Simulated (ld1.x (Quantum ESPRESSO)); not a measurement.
## Before and after: TM potential for rhodium (Rh)

| Quantity | Value |
| --- | --- |
| Element | rhodium (Rh) |
| Generator | ld1.x (Quantum ESPRESSO) 7.5 |
| Type | norm-conserving Troullier–Martins (Kleinman–Bylander form) |
| Functional | PBE |
| Relativity | scalar-relativistic |
| Frozen core | [Kr] |
| Valence charge | 9 |
| Reference configuration | 4d7.5 5s0 5p0 (charge +1.5) |
| Partial waves | 5s (bound, empty): rc 1.80 bohr; 5p (bound, empty): rc 2.50 bohr; 4d (bound): rc 1.20 bohr |
| Local potential | all-electron potential smoothed inside 2.50 bohr (lloc = -2) |
| Core correction | none |

Change: wave 5p (bound): rc 2.50 bohr becomes 5p (bound): rc 1.82 bohr.

Cutoffs: the cutoffs (Ry, on a coarse ladder) from which the occupation-weighted sum of valence levels, in a spherical-Bessel basis at the reference potential, stays within 10 and 1 mRy of its value at 400 Ry; they do not see the model core or the augmentation charge, which bear on the density cutoff. Errors are all-electron minus pseudo energies relative to the spin-unpolarised reference configuration.

Predict the effect on cutoff, ghosts and configuration errors.

The potential gets neither clearly harder nor softer (70 Ry and 90 Ry → 70 Ry and 90 Ry); a bound ghost appears in p, which as a rule spoils a file; of the 7 tests that both files solve, the error grows in 0 and shrinks in 1 by more than 15 % and 0.3 meV (median size 51.2 → 51.2 meV).

| quantity | base | changed |
| --- | --- | --- |
| cutoff, loose | 70 Ry | 70 Ry |
| cutoff, tight | 90 Ry | 90 Ry |
| bound ghosts | none | p |
| error for 4d8 5s1 5p0, meV [ΔE -15.69 eV] | +51 | +51 |
| error for 4d8 5s0 5p0, meV [ΔE -8.23 eV] | -13 | -13 |
| error for 4d7 5s0 5p0, meV [ΔE 11.28 eV] | -21 | -21 |
| error for 4d8 5s0 5p1, meV [ΔE -12.09 eV] | +20 | +15 |
| error for 4d7 5s2 5p0, meV [ΔE -13.22 eV] | +59 | +59 |
| error for 4d6 5s0 5p0, meV [ΔE 43.78 eV] | -242 | -242 |
| error for 4d9 5s0 5p0, meV [ΔE -16.60 eV] | -63 | -63 |
| s: phases at 2.68 bohr within 0.05 rad from the reference energy up to (Ry; the scan ends near 5) | 0.1 | 0.1 |
| p: phases at 2.68 bohr within 0.05 rad from the reference energy up to (Ry; the scan ends near 5) | 0.4 | 0.2 |
| d: phases at 2.68 bohr within 0.05 rad from the reference energy up to (Ry; the scan ends near 5) | 0.2 | 0.2 |

 A true bound ghost makes a file unfit for plane-wave use even where its test errors are small: the radial tests pick states by their node count and pass the ghost by.
